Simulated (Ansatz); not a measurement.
Computed with Ansatz on PBE0-D4/def2-TZVP structures; ΔE is electronic, products minus reactants. CBS: MP2 limit from def2 TZ/QZ plus the TZ coupled-cluster correction, frozen cores. This one scheme is used for every species. DFT in def2-TZVPP. B3LYP here is the variant with VWN-RPA as its local correlation; programs differ in this. HSE06 is defined as in plane-wave codes. For Ge outer-core shells are correlated without core-valence functions, which leaves a few kJ/mol of doubt a bond. Scalar relativity is left out up to krypton.

Consider the ligand exchange at a Ge–Cl bond: `[Cl][Ge][Cl]` + H–F → `[F][Ge][Cl]` + HCl.

`[Cl][Ge][Cl]`:

Cartesian coordinates in Å:
```
Cl -0.542 -0.981 -1.325
Ge 0.306 -0.600 0.649
Cl 0.236 1.580 0.677
```

H–F:

Cartesian coordinates in Å:
```
F -0.387 -0.158 -0.192
H 0.387 0.158 0.192
```

`[F][Ge][Cl]`:

```xyz
3

F    -1.100   -0.498    0.822
Ge   -0.333    0.793   -0.074
Cl    1.432   -0.295   -0.747
```

HCl:

Z-matrix (Å, degrees):
```
Cl
H 1 1.279
```

```json
{"level": "LDA (SPW92)", "ΔE (kJ/mol)": "6.7", "difference from CCSD(T)/CBS": "-2.6"}
{"level": "PBE-D4", "ΔE (kJ/mol)": "8.4", "difference from CCSD(T)/CBS": "-0.9"}
{"level": "B3LYP-D4", "ΔE (kJ/mol)": "5.3", "difference from CCSD(T)/CBS": "-4.0"}
{"level": "revPBE", "ΔE (kJ/mol)": "5.2", "difference from CCSD(T)/CBS": "-4.1"}
{"level": "BLYP", "ΔE (kJ/mol)": "-3.0", "difference from CCSD(T)/CBS": "-12.3"}
{"level": "r2SCANh", "ΔE (kJ/mol)": "5.2", "difference from CCSD(T)/CBS": "-4.1"}
{"level": "r2SCAN0", "ΔE (kJ/mol)": "7.9", "difference from CCSD(T)/CBS": "-1.4"}
{"level": "HSE06", "ΔE (kJ/mol)": "10.2", "difference from CCSD(T)/CBS": "0.9"}
{"level": "BHLYP", "ΔE (kJ/mol)": "1.8", "difference from CCSD(T)/CBS": "-7.5"}
{"level": "LC-ωPBE", "ΔE (kJ/mol)": "-5.2", "difference from CCSD(T)/CBS": "-14.5"}
{"level": "RPA@PBE/def2-TZVPP", "ΔE (kJ/mol)": "0.2", "difference from CCSD(T)/CBS": "-9.1"}
{"level": "CCSD(T)/def2-SVP", "ΔE (kJ/mol)": "-6.8", "difference from CCSD(T)/CBS": "-16.1"}
{"level": "HF/def2-TZVPP", "ΔE (kJ/mol)": "0.7", "difference from CCSD(T)/CBS": "-8.6"}
{"level": "CCSD/def2-TZVPP", "ΔE (kJ/mol)": "2.9", "difference from CCSD(T)/CBS": "-6.4"}
{"level": "CCSD(T)/def2-TZVPP", "ΔE (kJ/mol)": "4.1", "difference from CCSD(T)/CBS": "-5.2"}
{"level": "MP2/CBS(def2)", "ΔE (kJ/mol)": "13.8", "difference from CCSD(T)/CBS": "4.5"}
{"level": "CCSD(T)/CBS", "ΔE (kJ/mol)": "9.3", "difference from CCSD(T)/CBS": "0"}
```

Largest T1 diagnostic among the species: 0.014.

From BLYP to BHLYP (50 % exact exchange), in def2-TZVPP and without D4, ΔE moves by +4.7 kJ/mol. The D4 term adds +4.8 kJ/mol with B3LYP and +2.5 kJ/mol with PBE0; it sums over pairs of atoms, weighted by their polarisabilities, and B3LYP, whose exchange is more repulsive, gets the larger term. At CCSD(T), def2-SVP lies −16.1 kJ/mol from the extrapolated value and def2-TZVPP −5.2 kJ/mol.
